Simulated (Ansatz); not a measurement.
Relaxation of a periodic cell of 17 atoms, TiSi16 (host Si, host structure diamond, interstitial Ti), to a largest force component of 0.03 eV/Å in at most 60 steps.

Theory: Ansatz, DFT PBEsol, scalar-relativistic, plane waves, PAW. Settings: PAW set soft_1, cutoff 420 eV, k mesh 2x2x2, gaussian smearing 0.05 eV, no spin polarisation.

```xyz
17
Lattice="0.0000 5.4300 5.4300 5.4300 0.0000 5.4300 5.4300 5.4300 0.0000" Properties=species:S:1:pos:R:3
Si 0.000 0.000 0.000
Si 1.357 1.357 1.357
Si 2.715 2.715 0.000
Si 4.072 4.072 1.357
Si 2.715 0.000 2.715
Si 4.072 1.357 4.072
Si 5.430 2.715 2.715
Si 6.787 4.072 4.072
Si 0.000 2.715 2.715
Si 1.357 4.072 4.072
Si 2.715 5.430 2.715
Si 4.072 6.787 4.072
Si 2.715 2.715 5.430
Si 4.072 4.072 6.787
Si 5.430 5.430 5.430
Si 6.787 6.787 6.787
Ti 6.767 9.505 6.806
```

**Question.** Where does it end, and by what steps?

**Answer.** The run converged. The force dipped under the threshold on the way, but the program's further checks kept it going. Limits of this set-up: coarse k mesh, PAW files made for another functional, a small cell, in which the defect meets its images. After 3 steps the energy has fallen by 0.352 eV; Si1 moved furthest, 0.08 Å.

```json
{"step": "0", "energy less start (eV)": "0.0000", "largest force component (eV/Å)": "1.097", "accepted": "yes"}
{"step": "1", "energy less start (eV)": "-0.3320", "largest force component (eV/Å)": "0.297", "accepted": "yes"}
{"step": "2", "energy less start (eV)": "-0.3523", "largest force component (eV/Å)": "0.030", "accepted": "yes"}
{"step": "3", "energy less start (eV)": "-0.3523", "largest force component (eV/Å)": "0.030", "accepted": "yes"}
```

```xyz
17
Lattice="0.0000 5.4300 5.4300 5.4300 0.0000 5.4300 5.4300 5.4300 0.0000" Properties=species:S:1:pos:R:3
Si -0.044 0.044 -0.044
Si 1.355 1.390 1.360
Si 2.730 2.698 -0.015
Si 4.039 4.074 1.358
Si 2.759 0.044 2.759
Si 4.072 1.358 4.073
Si 5.386 2.671 2.759
Si 6.786 4.074 4.106
Si -0.019 2.698 2.734
Si 1.356 4.072 4.041
Si 2.730 5.447 2.734
Si 4.070 6.788 4.075
Si 2.758 2.671 5.386
Si 4.103 4.072 6.789
Si 5.411 5.447 5.415
Si 6.787 6.755 6.787
Ti 6.786 9.503 6.789
```

Time of the run: 20 s on 1 thread of Arm Neoverse V2, with other jobs on the host, peak memory 0.55 GiB.
